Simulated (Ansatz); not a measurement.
Relaxation of BrClH₂OZn (6 atoms, charge 0, multiplicity 1), to a largest force component of 0.03 eV/Å in at most 50 steps.

Theory: Ansatz 0.2.0, RKS BLYP/def2-SVP.

```xyz
6
Properties=species:S:1:pos:R:3:forces:R:3
Zn -0.955 0.436 -0.665 0.48 0.34 0.40
Br 1.550 -2.108 0.382 -0.03 0.66 0.08
Cl -2.383 -0.250 -2.076 0.04 -0.01 0.04
H 1.512 -0.637 0.590 -0.15 -0.39 -0.12
O 0.301 1.262 0.424 -0.29 -0.59 -0.51
H -0.026 1.297 1.345 -0.04 -0.01 0.10
```

Where does it end, and by what steps?

It converged. The force dipped under the threshold on the way, but the program's further checks kept it going. After 26 steps the energy has fallen by 1.459 eV; H4 moved furthest, 1.72 Å. Parted: Br2–H4. Joined: Zn1–Br2, H4–O5.

| step | energy less start (eV) | largest force component (eV/Å) | accepted |
| --- | --- | --- | --- |
| 0 | 0.0000 | 0.655 | yes |
| 1 | -0.1105 | 0.462 | yes |
| 2 | -0.1522 | 0.794 | yes |
| 3 | -0.1833 | 0.462 | yes |
| 4 | -0.2827 | 0.679 | yes |
| 5 | -0.4250 | 1.080 | yes |
| 6 | -0.6256 | 1.514 | yes |
| 7 | -1.0325 | 1.378 | yes |
| 8 | -1.2654 | 1.572 | yes |
| 9 | -1.2848 | 1.414 | yes |
| 10 | -1.3751 | 0.705 | yes |
| 11 | -1.3889 | 0.638 | yes |
| 12 | -1.4212 | 0.319 | yes |
| 13 | -1.4347 | 0.452 | yes |
| 14 | -1.4391 | 0.216 | yes |
| 15 | -1.4449 | 0.203 | yes |
| 16 | -1.4473 | 0.204 | yes |
| 17 | -1.4498 | 0.245 | yes |
| 18 | -1.4525 | 0.229 | yes |
| 19 | -1.4549 | 0.199 | yes |
| 20 | -1.4573 | 0.017 | yes |
| 21 | -1.4558 | 0.274 | no |
| 22 | -1.4586 | 0.048 | yes |
| 23 | -1.4587 | 0.074 | yes |
| 24 | -1.4589 | 0.033 | yes |
| 25 | -1.4589 | 0.017 | no |
| 26 | -1.4589 | 0.002 | yes |

```xyz
6
Properties=species:S:1:pos:R:3
Zn -0.233 -0.781 -0.678
Br 1.179 -2.573 -0.509
Cl -2.047 0.290 -1.230
H 0.870 0.743 1.380
O 0.509 0.869 0.478
H -0.278 1.452 0.559
```

Whether the end is a true minimum wasn't checked by a vibrational analysis.

The run took 69 s on 2 threads of Arm Neoverse V2 (shared host), peak memory 0.17 GiB.
